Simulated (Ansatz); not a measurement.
`C=[C](F)[InH2]` at its PBE0-D4/def2-TZVP geometry, where that method's forces vanish. The species carries charge 0 and has multiplicity 1. In: def2 effective core potential.

```
atom   x (Å)   y (Å)   z (Å)
  C1  -1.131   0.616   0.772
  C2  -0.262   0.588  -0.232
  F3  -0.298   1.603  -1.130
 In4   1.204  -0.958  -0.542
  H5  -1.853   1.420   0.884
  H6  -1.126  -0.180   1.505
  H7   1.204  -2.214   0.634
  H8   2.263  -0.876  -1.890
```

Question: For each bond, give half the difference of the two atoms' forces along it (eV/Å; positive pushes the atoms apart) under PBE-D4, r2SCAN-D4, B3LYP-D4, ωB97M-V in def2-TZVPP. (Best estimate.)

Answer: Ansatz gave: 
| bond | length (Å) | PBE-D4 | r2SCAN-D4 | B3LYP-D4 | ωB97M-V |
| --- | --- | --- | --- | --- | --- |
| C1–C2 | 1.327 | 0.33 | 0.15 | -0.02 | -0.10 |
| C1–H5 | 1.086 | 0.02 | -0.07 | -0.07 | -0.05 |
| C1–H6 | 1.082 | -0.02 | -0.07 | -0.08 | -0.04 |
| C2–F3 | 1.356 | 0.40 | 0.28 | 0.35 | 0.36 |
| C2–In4 | 2.154 | -0.14 | -0.09 | 0.05 | -0.06 |
| In4–H7 | 1.721 | 0.05 | -0.03 | 0.00 | -0.06 |
| In4–H8 | 1.716 | 0.05 | -0.04 | -0.01 | -0.06 |

B3LYP here is the variant with VWN-RPA as its local correlation; programs differ in this.
